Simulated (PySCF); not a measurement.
Record of a relaxation.

trans-PtH(PF3)2F (singlet state).
Bonds: Pt1–P3, Pt1–F7, Pt1–P8, P3–F4, P3–F5, P3–F6, P8–F9, P8–F10, P8–F11. Hydrogens: H2 on Pt1.

Method: PySCF, PBE0-D3(BJ)/def2-SVP geometry optimisation, gas phase, def2 core potentials past Kr; density fitting, grid level 1; the optimiser is geomeTRIC in internal coordinates, started from a GFN2-xTB structure with every atom displaced at random (about 0.03 Å). 6 of its 23 geometries are shown. The frame can shift and turn from step to step; on so coarse a grid that alone can change the energy by a few meV, and forces under 0.02 eV/Å are noise.

Step 0: E = -40819.2068 eV, largest atomic force 5.958 eV/Å
```
atom  x, y, z in Å  |  force x, y, z in eV/Å
Pt1     0.472   -0.123   -0.010   -3.890   1.761   0.440
H2      1.876   -0.173   -0.251    3.178  -0.667  -0.505
P3     -0.131    2.113   -0.044    3.599  -0.491   3.777
F4     -0.923    2.699   -1.126   -3.925   1.249  -4.305
F5      0.982    3.298   -0.253    0.339  -1.138   0.384
F6     -0.683    2.799    1.254   -0.252  -0.311   0.414
F7     -1.500    0.731    0.254    0.284   0.664  -0.204
P8      0.146   -2.237    0.019   -1.349  -3.597   1.552
F9     -1.131   -2.880    0.846    1.319   1.758  -0.919
F10     1.153   -3.279    0.635    0.645   0.353   0.052
F11    -0.162   -3.034   -1.293    0.054   0.417  -0.688
```

Step 4: E = -40820.2060 eV, largest atomic force 0.330 eV/Å
```
atom  x, y, z in Å  |  force x, y, z in eV/Å
Pt1     0.329   -0.109    0.014    0.207  -0.063  -0.066
H2      1.837   -0.346   -0.220   -0.222   0.076  -0.018
P3     -0.154    2.126   -0.032   -0.234  -0.144   0.037
F4     -1.019    2.719   -1.214    0.068  -0.145   0.210
F5      1.081    3.108   -0.281    0.070   0.064  -0.011
F6     -0.656    2.877    1.257    0.126   0.187   0.007
F7     -1.561    0.941    0.314   -0.062   0.101  -0.207
P8      0.140   -2.303    0.049    0.264   0.175  -0.092
F9     -1.106   -2.853    0.824   -0.147  -0.194   0.096
F10     1.268   -3.218    0.652   -0.057  -0.020   0.024
F11    -0.059   -3.026   -1.334   -0.013  -0.037   0.021
```

Step 9: E = -40820.2422 eV, largest atomic force 0.054 eV/Å
```
atom  x, y, z in Å  |  force x, y, z in eV/Å
Pt1     0.190   -0.121    0.013   -0.015   0.028  -0.043
H2      1.688   -0.252   -0.265   -0.008  -0.004   0.003
P3     -0.250    2.112   -0.050    0.014   0.012   0.025
F4     -1.071    2.773   -1.222   -0.008  -0.005  -0.006
F5      1.077    2.965   -0.362   -0.046  -0.011   0.001
F6     -0.613    2.958    1.229   -0.004  -0.013  -0.004
F7     -1.705    1.097    0.298    0.051  -0.017  -0.006
P8      0.195   -2.343    0.088    0.018  -0.004   0.016
F9     -0.988   -3.077    0.822   -0.001  -0.008   0.003
F10     1.408   -3.084    0.762   -0.007   0.018   0.003
F11     0.165   -3.114   -1.283    0.005   0.003   0.009
```

Step 13: E = -40820.2483 eV, largest atomic force 0.075 eV/Å
```
atom  x, y, z in Å  |  force x, y, z in eV/Å
Pt1     0.196   -0.109    0.009   -0.033   0.025  -0.063
H2      1.696   -0.176   -0.283    0.009  -0.001  -0.005
P3     -0.368    2.095   -0.093   -0.021  -0.008   0.022
F4     -1.249    2.680   -1.263   -0.002  -0.013   0.005
F5      0.890    3.030   -0.440    0.021   0.007  -0.003
F6     -0.767    2.930    1.183   -0.011   0.005  -0.010
F7     -1.753    0.991    0.295    0.006  -0.005   0.000
P8      0.326   -2.322    0.132   -0.007  -0.009   0.048
F9     -0.816   -3.121    0.865    0.011   0.008   0.004
F10     1.576   -2.957    0.845    0.019  -0.009   0.012
F11     0.366   -3.126   -1.218    0.008   0.000  -0.010
```

Step 18: E = -40820.2509 eV, largest atomic force 0.027 eV/Å
```
atom  x, y, z in Å  |  force x, y, z in eV/Å
Pt1     0.194   -0.100    0.007    0.008  -0.003  -0.025
H2      1.693   -0.096   -0.298   -0.004   0.000   0.003
P3     -0.480    2.067   -0.152    0.002   0.000   0.015
F4     -1.382    2.571   -1.342   -0.001   0.000  -0.008
F5      0.736    3.050   -0.521    0.001   0.000  -0.001
F6     -0.925    2.923    1.094   -0.001  -0.005   0.000
F7     -1.808    0.908    0.272    0.000   0.006  -0.004
P8      0.449   -2.297    0.204    0.009  -0.003   0.008
F9     -0.646   -3.137    0.962   -0.004  -0.004   0.004
F10     1.733   -2.840    0.932   -0.006   0.010   0.001
F11     0.535   -3.135   -1.125   -0.005  -0.003   0.007
```

Step 22: E = -40820.2518 eV, largest atomic force 0.029 eV/Å
```
atom  x, y, z in Å  |  force x, y, z in eV/Å
Pt1     0.197   -0.100   -0.004   -0.016  -0.009  -0.022
H2      1.700   -0.091   -0.288    0.004  -0.001   0.001
P3     -0.481    2.066   -0.159    0.006   0.004   0.001
F4     -1.368    2.578   -1.357    0.003   0.000   0.005
F5      0.738    3.054   -0.505   -0.003  -0.003  -0.001
F6     -0.940    2.910    1.090   -0.003   0.000  -0.004
F7     -1.813    0.905    0.238    0.007  -0.002  -0.003
P8      0.449   -2.297    0.207   -0.009   0.013   0.022
F9     -0.634   -3.119    1.000    0.003   0.004  -0.001
F10     1.745   -2.834    0.918    0.004  -0.008   0.005
F11     0.504   -3.157   -1.110    0.006   0.001  -0.002
```

Problem. Summarise the path.

Solution. The energy falls by 1.0450 eV from step 0 to step 22; nine tenths of that is first reached at step 3. It never rises by more than 0.2 meV. The largest force goes from 5.958 to 0.029 eV/Å. Among the bonds P3–F4 changes most, from 1.464 to 1.576 Å; the atoms move by 0.259 Å rms after alignment.

Problem. Follow the three bonds and two angles with the largest change from start to end.

Solution. 
| step | E above end (eV) | largest force (eV/Å) | P3–F4 (Å) | Pt1–H2 (Å) | Pt1–F7 (Å) | F7–Pt1–P8 (°) | P3–Pt1–P8 (°) |
| --- | --- | --- | --- | --- | --- | --- | --- |
| 0 | 1.0450 | 5.958 | 1.464 | 1.426 | 2.165 | 104.4 | 156.2 |
| 1 | 0.6523 | 3.896 | 1.501 | 1.462 | 2.165 | 109.6 | 154.1 |
| 2 | 0.1847 | 1.877 | 1.560 | 1.510 | 2.172 | 107.9 | 159.6 |
| 3 | 0.0654 | 0.328 | 1.580 | 1.546 | 2.178 | 111.9 | 161.9 |
| 4 | 0.0458 | 0.330 | 1.580 | 1.544 | 2.183 | 113.8 | 162.9 |
| 5 | 0.0262 | 0.276 | 1.575 | 1.533 | 2.193 | 115.8 | 164.2 |
| 6 | 0.0171 | 0.178 | 1.575 | 1.529 | 2.209 | 117.1 | 165.2 |
| 7 | 0.0109 | 0.085 | 1.576 | 1.529 | 2.234 | 119.2 | 166.7 |
| 8 | 0.0096 | 0.060 | 1.576 | 1.530 | 2.253 | 120.9 | 168.0 |
| 9 | 0.0096 | 0.054 | 1.576 | 1.529 | 2.270 | 122.3 | 169.0 |
| 10 | 0.0093 | 0.097 | 1.576 | 1.529 | 2.275 | 122.9 | 169.4 |
| 11 | 0.0073 | 0.124 | 1.576 | 1.529 | 2.272 | 122.8 | 169.4 |
| 12 | 0.0059 | 0.095 | 1.576 | 1.529 | 2.266 | 122.4 | 169.1 |
| 13 | 0.0035 | 0.075 | 1.576 | 1.529 | 2.257 | 122.0 | 169.0 |
| 14 | 0.0020 | 0.066 | 1.576 | 1.529 | 2.254 | 122.2 | 169.3 |
| 15 | 0.0021 | 0.058 | 1.576 | 1.530 | 2.248 | 122.2 | 169.6 |
| 16 | 0.0015 | 0.051 | 1.576 | 1.530 | 2.251 | 122.2 | 169.5 |
| 17 | 0.0012 | 0.049 | 1.576 | 1.530 | 2.257 | 122.4 | 169.5 |
| 18 | 0.0010 | 0.027 | 1.576 | 1.530 | 2.258 | 122.2 | 169.3 |
| 19 | 0.0008 | 0.026 | 1.576 | 1.530 | 2.259 | 122.2 | 169.3 |
| 20 | 0.0005 | 0.032 | 1.576 | 1.529 | 2.261 | 122.2 | 169.2 |
| 21 | 0.0003 | 0.034 | 1.576 | 1.529 | 2.261 | 122.2 | 169.2 |
| 22 | 0.0000 | 0.029 | 1.576 | 1.529 | 2.260 | 122.0 | 169.1 |

The cost below is that of the whole optimisation. Time: 6.1 min wall; peak memory 0.74 GiB. Hardware: one thread of an Arm Neoverse V2, shared host with 48 logical CPUs at a one-minute load of 16.
